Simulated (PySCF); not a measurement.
C2H9GaOSi, SMILES [CH3][Ga]([CH3])[O][SiH3], singlet, CAM-B3LYP/def2-SVP optimised geometry.

```
14

Ga    -0.19     0.70     0.00
C     -1.51     2.15     0.00
H     -2.13     2.08    -0.91
H     -1.04     3.14     0.04
H     -2.18     2.03     0.86
C      1.76     0.70     0.00
H      2.14     0.17    -0.88
H      2.14     0.17     0.89
H      2.18     1.72     0.00
O     -0.96    -0.92     0.00
Si    -0.84    -2.56    -0.02
H      0.58    -3.01    -0.11
H     -1.57    -3.12    -1.19
H     -1.43    -3.14     1.22
```

Density from CAM-B3LYP/def2-TZVP run with PySCF at that geometry.

Minimum of the electron density along straight lines between bonded atoms, close to the bond critical point (lines longer than 1.1 times the sum of covalent radii, or with two minima, are not listed):

| bond | length / Å | ρ at the minimum / e bohr⁻³ | ∇²ρ there / e bohr⁻⁵ | position (fraction from the first atom) |
|---|---|---|---|---|
| Ga1–C2 | 1.953 | 0.118 | 0.19 | 0.48 |
| C2–H3 | 1.101 | 0.267 | -0.87 | 0.64 |
| C2–H4 | 1.099 | 0.269 | -0.89 | 0.64 |
| C2–H5 | 1.101 | 0.267 | -0.88 | 0.64 |
| Ga1–C6 | 1.958 | 0.117 | 0.19 | 0.48 |
| C6–H7 | 1.101 | 0.267 | -0.87 | 0.64 |
| C6–H8 | 1.101 | 0.267 | -0.87 | 0.64 |
| C6–H9 | 1.099 | 0.269 | -0.89 | 0.64 |
| Ga1–O10 | 1.796 | 0.125 | 0.72 | 0.48 |
| O10–Si11 | 1.640 | 0.138 | 0.83 | 0.59 |
| Si11–H12 | 1.496 | 0.120 | 0.13 | 0.49 |
| Si11–H13 | 1.491 | 0.122 | 0.13 | 0.49 |
| Si11–H14 | 1.492 | 0.122 | 0.13 | 0.49 |
